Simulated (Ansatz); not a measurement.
System: ethylsilane, C₂H₈Si, charge 0, multiplicity 1. 
Coordinates optimised at B3LYP-D3(BJ)/def2-TZVP (Ansatz, an electronic-structure program):
```xyz
11

C     -1.6917     0.4200     0.0435
C     -0.5724    -0.5409    -0.3764
Si     1.1433     0.0254     0.1477
H     -2.6708     0.0585    -0.2775
H     -1.7251     0.5412     1.1284
H     -1.5481     1.4115    -0.3913
H     -0.7490    -1.5347     0.0460
H     -0.5732    -0.6705    -1.4630
H      1.4545     1.3480    -0.4505
H      1.2128     0.1596     1.6246
H      2.1783    -0.9447    -0.2874
```

Atomisation energy built up term by term with Ansatz (kcal/mol; UHF references for open shells; valence terms freeze the core; atomic spin-orbit terms are left out). Basis-set limits of correlation are two-point, X^-3; Hartree-Fock from the larger set.

```csv
term,basis,kcal/mol
Hartree-Fock,aug-cc-pV(Q+d)Z,711.06
CCSD correlation,"CBS(aug-cc-pV(T+d)Z,aug-cc-pV(Q+d)Z)",200.15
(T),"CBS(aug-cc-pV(T+d)Z,aug-cc-pV(Q+d)Z)",8.68
core correlation,cc-pwCVTZ,2.18
scalar relativity (X2C),cc-pVTZ-DK against cc-pVTZ,-1.04
sum: De,,921.0
```

(T) makes 0.9 % of the CCSD(T) atomisation energy; under 5 % is typical of single-reference molecules.
